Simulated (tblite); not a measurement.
C5H9F3Si.
SMILES with atom numbers: `[F:1][C:2]([F:3])([F:4])[C@@H:5]1[CH2:6][CH2:7][CH2:8][SiH2:9]1` (hydrogens: H10 on C5; H11, H12 on C6; H13, H14 on C7; H15, H16 on C8; H17, H18 on Si9)

The geometry is computed with GFN2-xTB (gas phase).

Task: What internal coordinates does the optimisation give?

Result: 
| bond | length (bohr) |
| --- | --- |
| F1–C2, C2–F3, C2–F4 | 2.546 |
| C2–C5 | 2.825 |
| C5–C6 | 2.895 |
| C6–C7 | 2.883 |
| C7–C8 | 2.898 |
| C8–Si9 | 3.603 |
| C5–Si9 | 3.632 |
| C5–H10 | 2.064 |
| C6–H11 | 2.063 |
| C6–H12 | 2.065 |
| C7–H13 | 2.063 |
| C7–H14 | 2.061 |
| C8–H15 | 2.061 |
| C8–H16 | 2.055 |
| Si9–H17 | 2.759 |
| Si9–H18 | 2.765 |

Bonds in one row agree within 0.02 bohr and their mean is given. A selection of angles:
| angle | degrees |
| --- | --- |
| F1–C2–F3 | 105.7 |
| F1–C2–C5 | 113.6 |
| F4–C2–C5 | 112.2 |
| C2–C5–C6 | 111.7 |
| C2–C5–Si9 | 112.6 |
| C6–C5–Si9 | 105.0 |
| C5–C6–C7 | 107.4 |
| C6–C7–C8 | 108.1 |
| C7–C8–Si9 | 105.4 |
| C5–Si9–C8 | 92.5 |

Dihedral angles: F1–C2–C5–C6 -61° (synclinal); C2–C5–C6–C7 -161° (antiperiplanar); C5–C6–C7–C8 51° (synclinal); C6–C7–C8–Si9 -38° (synclinal); C7–C8–Si9–C5 13° (synperiplanar); C2–C5–Si9–C8 136° (anticlinal).

Si9 (SiH2 silicon) has angles from 92.5° to 115.2°. The 4 C–C bonds span 1.495 Å (C2–C5, drawn single) to 1.533 Å (C7–C8, drawn single), a spread of 0.038 Å. All 3 C–F bonds measure 1.346 to 1.348 Å. Of the pairs four or more bonds apart, F3···H12 is among the closest relative to their van der Waals radii: 2.49 Å, 93 % of the sum of Bondi's values. The 5-membered ring C5–C6–C7–C8–Si9 has internal angles of 92.5° to 108.1°; it is puckered, 0.20 Å rms from its mean plane, widest ring torsion 51°.

Point group: C1 (no symmetry element, even within 0.4 Å). Its GFN2-xTB frequencies are all real (lowest 60 cm⁻¹). The numbers are those of one conformer.
